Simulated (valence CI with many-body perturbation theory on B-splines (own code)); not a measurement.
**Level structure of Os⁶⁹⁺**

Calculated by configuration interaction combined with many-body perturbation theory (CI+MBPT): five valence electrons over a frozen Dirac-Fock core [He], a basis of 11 s, 11 p, 10 d, 8 f, 5 g, 2 h functions for each j, with the one-electron correlation potential Σ1 (screened to all orders), the two-electron term Σ2, the three-electron term Σ3, Breit, model QED; selected single and double excitations, second order for the rest, scaled by the run's own slope (own B-spline code, finite nucleus).

The last digits are not significant, and no measured levels were compared; by estimate large intervals hold to a few tenths of a per cent, small ones and those within an open d or f shell to about a per cent. Among the levels kept, up to 7600 cm⁻¹ of a level comes from second order outside the variational space, and about a tenth of that is noise between levels of different J, which matters for small intervals.

Levels 46 to 90 of 202, with energies above the lowest level, (2s^2 2p1/2^2 2p3/2) J=3/2. "Leading %" is the weight of the configuration and term that name the level; weights of strongly mixed levels are sums over their largest components and can fall short. In the jj column 3d3/2^4 stands for four electrons in 3d with j = 3/2. Lifetimes count E1, E2, E3, M1 and M2 decay at the calculated energies, and are blank where another channel may lead or the interval is too uncertain; long ones can be off by a factor of two.

```tsv
No.	Configuration	Term	J	E (eV)	Leading %	Second component	Lifetime	Leading jj
46	2s2 2p2 3d	4D	1/2	11577	79	15 % 2s2 2p2 3d 2P	3.32 fs	2s^2 2p1/2 2p3/2 3d3/2 (100 %)
47	2s2 2p2 3d	2G	7/2	11588	55	25 % 2s2 2p2 3d 2F	24.5 fs	2s^2 2p1/2 2p3/2 3d3/2 (99 %)
48	2s2 2p2 3d	2D	5/2	11604	37	32 % 2s2 2p2 3d 2F	491 as	2s^2 2p1/2 2p3/2 3d3/2 (98 %)
49	2s2 2p2 3d	2D	3/2	11610	47	18 % 2s2 2p2 3d 2P	476 as	2s^2 2p1/2 2p3/2 3d3/2 (99 %)
50	2s2 2p2 3d	2P	1/2	11620	38	32 % 2s2 2p2 3d 4P	447 as	2s^2 2p1/2 2p3/2 3d3/2 (99 %)
51	2s2 2p2 3d	4D	7/2	11683	46	38 % 2s2 2p2 3d 4F	26.0 fs	2s^2 2p1/2 2p3/2 3d5/2 (98 %)
52	2s2 2p2 3d	2P	3/2	11703	40	25 % 2s2 2p2 3d 4P	790 as	2s^2 2p1/2 2p3/2 3d5/2 (99 %)
53	2s2 2p2 3d	2G	9/2	11704	65	35 % 2s2 2p2 3d 4F	4.84 ps	2s^2 2p1/2 2p3/2 3d5/2 (100 %)
54	2s2 2p2 3d	2F	5/2	11705	44	20 % 2s2 2p2 3d 4P	614 as	2s^2 2p1/2 2p3/2 3d5/2 (99 %)
55	2s2 2p2 3d	2D	5/2	11722	58	26 % 2s2 2p2 3d 4P	426 as	2s^2 2p1/2 2p3/2 3d5/2 (98 %)
56	2s2 2p2 3d	2F	7/2	11730	70	12 % 2s2 2p2 3d 4F	380 as	2s^2 2p1/2 2p3/2 3d5/2 (98 %)
57	2s2 2p2 3d	2D	3/2	11738	57	29 % 2s2 2p2 3d 2P	566 as	2s^2 2p1/2 2p3/2 3d5/2 (99 %)
58	2s2 2p2 3d	2P	1/2	11743	56	37 % 2s2 2p2 3d 2S	540 as	2s^2 2p1/2 2p3/2 3d5/2 (99 %)
59	2s 2p3 3p	4D	7/2	11785	49	25 % 2s 2p3 3p 6P	62.9 fs	2s 2p1/2^2 2p3/2 3p3/2 (98 %)
60	2s 2p3 3p	2P	3/2	11795	31	29 % 2s 2p3 3p 4P	2.78 fs	2s 2p1/2^2 2p3/2 3p3/2 (98 %)
61	2s 2p3 3p	4P	5/2	11814	38	21 % 2s 2p3 3p 2D	2.98 fs	2s 2p1/2^2 2p3/2 3p3/2 (99 %)
62	2s 2p3 3p	2P	1/2	11818	40	23 % 2s 2p3 3p 4P	1.75 fs	2s 2p1/2^2 2p3/2 3p3/2 (100 %)
63	2s 2p3 3p	2D	5/2	11883	33	20 % 2s 2p3 3p 4P	3.59 fs	2s 2p1/2^2 2p3/2 3p3/2 (99 %)
64	2s 2p3 3d	4D°	5/2	11889	30	17 % 2s 2p3 3d 6D°	5.71 fs	2s 2p1/2^2 2p3/2 3d3/2 (99 %)
65	2s 2p3 3d	4D°	3/2	11894	29	22 % 2s 2p3 3d 6D°	2.70 fs	2s 2p1/2^2 2p3/2 3d3/2 (100 %)
66	2s 2p3 3d	2F°	7/2	11898	25	23 % 2s 2p3 3d 4F°	30.1 fs	2s 2p1/2^2 2p3/2 3d3/2 (98 %)
67	2s 2p3 3d	4P°	1/2	11899	47	25 % 2s 2p3 3d 6D°	6.17 fs	2s 2p1/2^2 2p3/2 3d3/2 (100 %)
68	2s 2p3 3p	2P	3/2	11902	37	13 % 2s 2p3 3p 4D	4.11 fs	2s 2p1/2^2 2p3/2 3p3/2 (99 %)
69	2s 2p3 3p	4P	1/2	11907	38	26 % 2s 2p3 3p 2P	28.4 fs	2s 2p1/2^2 2p3/2 3p3/2 (99 %)
70	2s 2p3 3d	2D°	3/2	11979	36	16 % 2s 2p3 3d 4F°	5.77 fs	2s 2p1/2^2 2p3/2 3d3/2 (92 %)
71	2s 2p3 3d	2F°	5/2	11986	37	21 % 2s 2p3 3d 4G°	10.9 fs	2s 2p1/2^2 2p3/2 3d3/2 (99 %)
72	2s 2p3 3d	4D°	1/2	11995	47	30 % 2s 2p3 3d 2P°	2.64 fs	2s 2p1/2^2 2p3/2 3d3/2 (98 %)
73	2s 2p3 3d	4F°	9/2	12001	51	26 % 2s 2p3 3d 6D°	4.76 ps	2s 2p1/2^2 2p3/2 3d5/2 (100 %)
74	2s 2p3 3d	4D°	5/2	12027	30	19 % 2s 2p3 3d 2D°	704 as	2s 2p1/2^2 2p3/2 3d5/2 (99 %)
75	2s 2p3 3d	4D°	7/2	12033	41	21 % 2s 2p3 3d 2F°	445 as	2s 2p1/2^2 2p3/2 3d5/2 (98 %)
76	2s 2p3 3d	2D°	3/2	12045	35	20 % 2s 2p3 3d 4D°	663 as	2s 2p1/2^2 2p3/2 3d5/2 (92 %)
77	2s 2p3 3d	2P°	1/2	12061	53	25 % 2s 2p3 3d 4D°	595 as	2s 2p1/2^2 2p3/2 3d5/2 (98 %)
78	2s 2p3 3d	2F°	7/2	12106	35	21 % 2s 2p3 3d 4D°	2.09 fs	2s 2p1/2^2 2p3/2 3d5/2 (100 %)
79	2s 2p3 3d	2D°	5/2	12123	39	10 % 2s 2p3 3d 4D°	424 as	2s 2p1/2^2 2p3/2 3d5/2 (99 %)
80	2s 2p3 3d	2P°	3/2	12125	33	16 % 2s 2p3 3d 2D°	627 as	2s 2p1/2^2 2p3/2 3d5/2 (100 %)
81	2s2 2p2 3s	4P	5/2	12522	64	34 % 2s2 2p2 3s 2D	8.96 fs	2s^2 2p3/2^2 3s (99 %)
82	2s2 2p2 3s	2P	3/2	12533	54	34 % 2s2 2p2 3s 2D	2.89 fs	2s^2 2p3/2^2 3s (99 %)
83	2s2 2p2 3s	2S	1/2	12592	67	21 % 2s2 2p2 3s 4P	4.89 fs	2s^2 2p3/2^2 3s (99 %)
84	2s2 2p2 3p	4P°	3/2	12650	27	19 % 2s2 2p2 3p 4S°	182 fs	2s^2 2p3/2^2 3p1/2 (98 %)
85	2s2 2p2 3p	2D°	5/2	12652	38	25 % 2s2 2p2 3p 2F°	214 fs	2s^2 2p3/2^2 3p1/2 (98 %)
86	2s2 2p2 3p	2P°	1/2	12717	74	17 % 2s2 2p2 3p 4D°	216 fs	2s^2 2p3/2^2 3p1/2 (98 %)
87	2s 2p3 3s	6S°	5/2	12768	50	40 % 2s 2p3 3s 4D°	12.1 fs	2s 2p1/2 2p3/2^2 3s (99 %)
88	2s 2p3 3s	4S°	3/2	12799	49	30 % 2s 2p3 3s 4D°	3.14 fs	2s 2p1/2 2p3/2^2 3s (99 %)
89	2s 2p3 3s	4D°	7/2	12812	100		9.49 fs	2s 2p1/2 2p3/2^2 3s (100 %)
90	2s 2p3 3s	2D°	5/2	12841	76	22 % 2s 2p3 3s 4D°	3.37 fs	2s 2p1/2 2p3/2^2 3s (100 %)
```
